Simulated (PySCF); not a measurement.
Atom-mapped SMILES (the numbers label the heavy atoms): `[CH2:1]=[N:2][C@:3]12[CH:4]=[CH:5][C@@H:6]3[C@H:7]([CH:8]=[CH:9]1)[C@H:10]23` (H(Xn): hydrogen on atom n). Ha(C1) is cis to C3; Hb(C1) is trans to C3.

Computed data (PySCF 2.14): geometry from GFN2-xTB, GIAO PBE0/pcSseg-1 shieldings. No solvent, one conformer, non-relativistic, averaged over atoms made equivalent by symmetry, fast rotation or ring inversion.

Q: Predict the 2D correlation tables (HSQC, COSY, HMBC).

A: 

HSQC (one-bond C–H):
```tsv
δH	δC
7.54 (Ha(C1))	150.5 (C1)
7.38 (Hb(C1))	150.5 (C1)
6.46 (H(C4)/H(C9))	143.2 (C4/C9)
4.99 (H(C5)/H(C8))	121.2 (C5/C8)
3.25 (H(C6)/H(C7))	46.7 (C6/C7)
3.25 (H(C10))	49.0 (C10)
```

COSY cross peaks (H two or three bonds apart, from the bond graph; peaks can be absent where the dihedral angle is near 90°):
```tsv
δH	δH
7.54 (Ha(C1))	7.38 (Hb(C1))
6.46 (H(C4)/H(C9))	4.99 (H(C5)/H(C8))
4.99 (H(C5)/H(C8))	3.25 (H(C6)/H(C7))
3.25 (H(C6)/H(C7))	3.25 (H(C10))
```

HMBC (two and three bonds, from the bond graph):
```tsv
δH	δC
7.54 (Ha(C1))	91.8 (C3)
7.38 (Hb(C1))	91.8 (C3)
6.46 (H(C4)/H(C9))	143.2 (C4/C9), 121.2 (C5/C8), 91.8 (C3), 49.0 (C10), 46.7 (C6/C7)
4.99 (H(C5)/H(C8))	143.2 (C4/C9), 91.8 (C3), 49.0 (C10), 46.7 (C6/C7)
3.25 (H(C6)/H(C7))	143.2 (C4/C9), 121.2 (C5/C8), 91.8 (C3), 49.0 (C10), 46.7 (C6/C7)
3.25 (H(C10))	143.2 (C4/C9), 121.2 (C5/C8), 91.8 (C3), 46.7 (C6/C7)
```

Chemical shifts δ = σref − σ; 1H and 13C against TMS, all at this level.

Short H···H contacts in this conformer between protons four or more bonds apart (candidates for NOE cross peaks, intensity ∝ r⁻⁶): Ha(C1)···H(C10) 2.23 Å.

Shifts are as computed. Against solution values, carbons near 30 ppm lie about +3 ppm off and those near 130 ppm about +5 ppm. Of 1211 compounds with measured shifts, 218 miss one by over three times the rms of a fit or turn the order of signals round; such compounds aren't used in these exercises.
